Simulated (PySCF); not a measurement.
SMILES F[SiH2]CC[Si](Cl)(Cl)Cl (PBE0/def2-SVP optimised geometry):

```
14

Si     1.727    -1.371     0.000
F      1.219    -2.108     1.363
C      1.046     0.373     0.000
C     -0.480     0.427     0.141
Si    -1.175     2.153     0.178
Cl    -0.704     3.146    -1.560
Cl    -3.217     2.106     0.375
Cl    -0.386     3.212     1.753
H      3.217    -1.371     0.000
H      1.195    -2.153    -1.153
H      1.530     0.930     0.822
H      1.371     0.867    -0.934
H     -0.982    -0.099    -0.690
H     -0.810    -0.075     1.067
```

Method: PBE0/def2-TZVP in PySCF.

Question: What are the frontier orbital energies and the dipole moment?

Answer: HOMO-2 -9.57 eV, HOMO-1 -9.26 eV, HOMO -8.59 eV, LUMO -0.14 eV, LUMO+1 0.12 eV; dipole moment 1.59 D.

On the same geometry PBE/def2-TZVP in PySCF gives HOMO-2 -8.13 eV, HOMO-1 -7.83 eV, HOMO -7.31 eV, LUMO -1.12 eV, LUMO+1 -0.79 eV; dipole moment 1.47 D.

Meta-Löwdin charges at PBE0/def2-TZVP: Si1 0.95, F2 -0.51, C3 -0.46, C4 -0.46, Si5 0.98, Cl6 -0.28, Cl7 -0.27, Cl8 -0.27, H9 -0.11, H10 -0.11, H11 0.13, H12 0.13, H13 0.14, H14 0.14.
